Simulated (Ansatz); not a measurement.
`[SiH3][SiH2][InH2]` and `[SiH3][SiH3]` differ in one atom or group.

Ansatz, PBE0-D4/def2-TZVP geometries, multiplicity 1. 

Elements past krypton have def2 core potentials.

| property | `[SiH3][SiH2][InH2]` |
| --- | --- |
| HOMO energy (PBE/def2-TZVPP) / eV | -6.28 |
| LUMO energy (PBE/def2-TZVPP) / eV | -2.93 |
| HOMO–LUMO gap (ωB97M-V/def2-TZVPP) / eV | 8.50 |
| zero-point energy (PBE0-D4/def2-TZVP) / kJ/mol | 139.2 |
| size of the dipole moment (PBE/def2-TZVPP) / D | 0.23 |
| HOMO energy (PBE0/def2-TZVPP) / eV | -7.25 |

Q: What does the change do to each property? (Estimate.)

A: The calculation gave: 
```csv
property,`[SiH3][SiH3]`,shift
HOMO energy (PBE/def2-TZVPP) / eV,-7.27,-0.99
LUMO energy (PBE/def2-TZVPP) / eV,-0.57,2.36
HOMO–LUMO gap (ωB97M-V/def2-TZVPP) / eV,12.42,3.92
zero-point energy (PBE0-D4/def2-TZVP) / kJ/mol,127.9,-11.3
size of the dipole moment (PBE/def2-TZVPP) / D,0.00,-0.23
HOMO energy (PBE0/def2-TZVPP) / eV,-8.39,-1.14
```

With PBE0 the HOMO falls by 1.14 eV and the LUMO rises by 2.50 eV, so the gap widens by about 3.64 eV. PBE moves the HOMO by -0.99 eV and ωB97M-V by -1.24 eV. The zero-point energy changes by -11.3 kJ/mol with -6 modes.
